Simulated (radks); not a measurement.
The numbers below are computed, except where a source is named.
Species: Tb. Configuration: [Xe] 4f9 6s2. Code: a radial shooting solver on a logarithmic mesh with Libxc functionals. Model: Dirac Kohn-Sham, LDA (Slater exchange, Perdew-Wang correlation), spin-unpolarised, spherical densities, finite nucleus; open shells fill j = l - 1/2 first; Fermi nuclear charge, rms radius 5.06 fm.

Spin-orbit splittings of the eigenvalues, e(l+1/2) - e(l-1/2), with zeta = 2 splitting/(2l+1) and mean radii in bohr:

[
 {"shell": "2p", "occ.": "6", "splitting (eV)": "745.7", "zeta (eV)": "497.1", "<r> j=l-1/2": "0.07592", "<r> j=l+1/2": "0.08287"},
 {"shell": "3p", "occ.": "6", "splitting (eV)": "153.9", "zeta (eV)": "102.6", "<r> j=l-1/2": "0.2288", "<r> j=l+1/2": "0.2420"},
 {"shell": "3d", "occ.": "10", "splitting (eV)": "33.61", "zeta (eV)": "13.44", "<r> j=l-1/2": "0.2142", "<r> j=l+1/2": "0.2183"},
 {"shell": "4p", "occ.": "6", "splitting (eV)": "34.43", "zeta (eV)": "22.95", "<r> j=l-1/2": "0.5529", "<r> j=l+1/2": "0.5834"},
 {"shell": "4d", "occ.": "10", "splitting (eV)": "6.217", "zeta (eV)": "2.487", "<r> j=l-1/2": "0.6180", "<r> j=l+1/2": "0.6289"},
 {"shell": "4f", "occ.": "9", "splitting (eV)": "0.7835", "zeta (eV)": "0.2239", "<r> j=l-1/2": "0.9011", "<r> j=l+1/2": "0.9242"},
 {"shell": "5p", "occ.": "6", "splitting (eV)": "4.417", "zeta (eV)": "2.945", "<r> j=l-1/2": "1.502", "<r> j=l+1/2": "1.611"}
]
